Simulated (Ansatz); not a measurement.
N2O, singlet, geometry from GFN2-xTB; Ansatz (a program for electronic structure) with PBE/def2-SVP.

The Ansatz input:
Ansatz 0.2 input:
```yaml
crystal:
  periodic: [false, false, false]
  atoms:
    - {symbol: N, position_ang: [-0.00000000, -0.00000000, -1.17224503]}
    - {symbol: N, position_ang: [-0.00000000, -0.00000000, -0.06654726]}
    - {symbol: O, position_ang: [0.00000000, 0.00000000, 1.08394325]}
basis:
  gaussian:
    orbitals: def2-SVP
hamiltonian:
  xc: pbe
```

Problem. Write the output that Ansatz gives for this input, abridged.

Solution. 
```
Functional definition: PBE
487 factors; their error is unknown
mean field evaluation 1: about -5013.5410 eV, gradient 3.9e1 eV
mean field evaluation 2: about -5005.9331 eV, gradient 7.4e1 eV
mean field evaluation 4: about -5016.0984 eV, gradient 1.1e1 eV
mean field evaluation 8: about -5016.3310 eV, gradient 1.2e-1 eV
mean field evaluation 16: about -5016.3074 eV, gradient 1.6e-5 eV
mean field -5016.30737327 eV, -184.3458957923 hartree, gradient 1.6e-5 eV, S^2 0.000000; 0 other end points of the search recorded, 0 dependent functions left out
reference -5016.30738349 eV, -184.3458961679 hartree; 11, 11 occupied and 31, 31 virtual orbitals, 487 factors
Total energy: -5016.30738349 eV, -184.3458961679 hartree
```
